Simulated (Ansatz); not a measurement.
HfF4, 5 atoms. Hardware: 4 threads of AMD EPYC 9R45 on a shared host.

In the def2 sets Hf takes a core potential; there is no spin–orbit coupling. Correlated methods freeze 4 core orbitals; core or outer-core shells of Hf are correlated, in sets that lack core-valence functions.

(1) How many basis functions does each of these Ansatz runs have, and roughly what does it cost? RPA@PBE/def2-TZVP, charge 0 singlet, energy, from earlier orbitals; CAM-B3LYP-D4/def2-TZVP, charge 0 singlet, energy, from earlier orbitals; PBE-QIDH/def2-TZVP, charge 0 singlet, energy, from earlier orbitals; PBE with 5 % exact exchange/def2-TZVP, charge 0 singlet, energy, from earlier orbitals; PBE with 50 % exact exchange/def2-TZVP, charge 0 singlet, energy, from earlier orbitals; revPBE-D4/def2-TZVP, charge 0 singlet, energy, from earlier orbitals; r2SCAN-D4/def2-TZVP, charge 0 singlet, energy, from earlier orbitals; PBE-D4/def2-TZVP, charge 0 singlet, energy, from earlier orbitals; B2PLYP/def2-TZVP, charge 0 singlet, energy, from earlier orbitals; PBE0-D4/def2-SVP, charge 0 singlet, relaxation, 3 steps; PBE0-D4/def2-TZVP, charge 0 singlet, energy, from earlier orbitals; PBE0-D4/def2-TZVP, charge 1 doublet at the geometry of the charge 0 singlet, energy, from earlier orbitals.

## Answers

(1) Other jobs shared the machine, so times can vary by a factor of up to 3. A dash marks memory too small to be measured apart from the calling script's.

| run | functions | fitting or Cholesky vectors | wall time | peak host memory (GiB) |
| --- | --- | --- | --- | --- |
| revPBE-D4/def2-TZVP, charge 0 singlet, energy, from earlier orbitals | 164 | 969 | 0.45 s | – |
| PBE-D4/def2-TZVP, charge 0 singlet, energy, from earlier orbitals | 164 | 969 | 0.45 s | – |
| PBE with 5 % exact exchange/def2-TZVP, charge 0 singlet, energy, from earlier orbitals | 164 | 969 | 0.55 s | – |
| PBE0-D4/def2-TZVP, charge 0 singlet, energy, from earlier orbitals | 164 | 1017 | 0.6 s | – |
| PBE with 50 % exact exchange/def2-TZVP, charge 0 singlet, energy, from earlier orbitals | 164 | 1153 | 0.6 s | – |
| CAM-B3LYP-D4/def2-TZVP, charge 0 singlet, energy, from earlier orbitals | 164 | 997 | 0.7 s | – |
| r2SCAN-D4/def2-TZVP, charge 0 singlet, energy, from earlier orbitals | 164 | 969 | 0.85 s | – |
| PBE-QIDH/def2-TZVP, charge 0 singlet, energy, from earlier orbitals | 164 | 1186 | 1.1 s | – |
| B2PLYP/def2-TZVP, charge 0 singlet, energy, from earlier orbitals | 164 | 1186 | 1.1 s | – |
| RPA@PBE/def2-TZVP, charge 0 singlet, energy, from earlier orbitals | 164 | 1186 | 1.1 s | – |
| PBE0-D4/def2-SVP, charge 0 singlet, relaxation, 3 steps | 88 | 893 | 2 s | – |
| PBE0-D4/def2-TZVP, charge 1 doublet at the geometry of the charge 0 singlet, energy, from earlier orbitals | 164 | 1017 | 4.5 s | 0.64 |
